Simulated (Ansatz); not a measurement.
`O=[C](S)[GaH2]` and `O=C(S)BF` differ in one atom or group.

Ansatz, PBE0-D4/def2-TZVP geometries, multiplicity 1. Each molecule was computed in one conformer, which needn't be the lowest.

Scalar relativity is left out up to krypton.

```json
{"property": "size of the dipole moment (B3LYP/def2-TZVPP) / D", "`O=[C](S)[GaH2]`": "2.85"}
{"property": "HOMO–LUMO gap (ωB97M-V/def2-TZVPP) / eV", "`O=[C](S)[GaH2]`": "8.15"}
{"property": "HOMO–LUMO gap (PBE0/def2-TZVPP) / eV", "`O=[C](S)[GaH2]`": "4.21"}
{"property": "HOMO energy (B3LYP/def2-TZVPP) / eV", "`O=[C](S)[GaH2]`": "-6.66"}
{"property": "size of the dipole moment (ωB97M-V/def2-TZVPP) / D", "`O=[C](S)[GaH2]`": "2.94"}
{"property": "LUMO energy (PBE/def2-TZVPP) / eV", "`O=[C](S)[GaH2]`": "-3.46"}
```

Q: Give the same properties after the change, and the shifts. (Best estimate.)

A: Ansatz gave: 
```
                                          property  `O=C(S)BF`  shift
  size of the dipole moment (B3LYP/def2-TZVPP) / D        2.95   0.10
           HOMO–LUMO gap (ωB97M-V/def2-TZVPP) / eV        9.55   1.40
              HOMO–LUMO gap (PBE0/def2-TZVPP) / eV        5.15   0.94
               HOMO energy (B3LYP/def2-TZVPP) / eV       -7.42  -0.76
size of the dipole moment (ωB97M-V/def2-TZVPP) / D        2.94   0.00
                 LUMO energy (PBE/def2-TZVPP) / eV       -3.44   0.02
```

With PBE0 the HOMO falls by 0.79 eV and the LUMO rises by 0.15 eV, so the gap widens by about 0.94 eV. PBE moves the HOMO by -0.58 eV and ωB97M-V by -0.90 eV. Dipoles are sizes alone; their direction can turn.

B3LYP here is the variant with VWN-RPA as its local correlation; programs differ in this.
